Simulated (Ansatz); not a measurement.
Start from `C[SiH2][SiH]1C=N1` and change one atom or group to get `N=C[SiH]1C=N1`.

Ansatz, PBE0-D4/def2-TZVP geometries, multiplicity 1. Each molecule was computed in one conformer, which needn't be the lowest.

```
                               property  `C[SiH2][SiH]1C=N1`
  HOMO energy (ωB97M-V/def2-TZVPP) / eV                -8.66
HOMO–LUMO gap (ωB97M-V/def2-TZVPP) / eV                 9.56
     LUMO energy (PBE0/def2-TZVPP) / eV                -0.90
    HOMO–LUMO gap (PBE/def2-TZVPP) / eV                 3.48
  LUMO energy (ωB97M-V/def2-TZVPP) / eV                 0.90
      LUMO energy (PBE/def2-TZVPP) / eV                -1.94
```

Q: What does the change do to each property? (An estimate is asked.)

A: Ansatz gave: 
```
                               property  `N=C[SiH]1C=N1`  shift
  HOMO energy (ωB97M-V/def2-TZVPP) / eV            -8.84  -0.18
HOMO–LUMO gap (ωB97M-V/def2-TZVPP) / eV             9.35  -0.21
     LUMO energy (PBE0/def2-TZVPP) / eV            -1.61  -0.71
    HOMO–LUMO gap (PBE/def2-TZVPP) / eV             3.03  -0.45
  LUMO energy (ωB97M-V/def2-TZVPP) / eV             0.51  -0.39
      LUMO energy (PBE/def2-TZVPP) / eV            -2.59  -0.65
```

With PBE0 the HOMO falls by 0.19 eV and the LUMO falls by 0.71 eV, so the gap narrows by about 0.52 eV. PBE moves the HOMO by -0.20 eV and ωB97M-V by -0.18 eV.
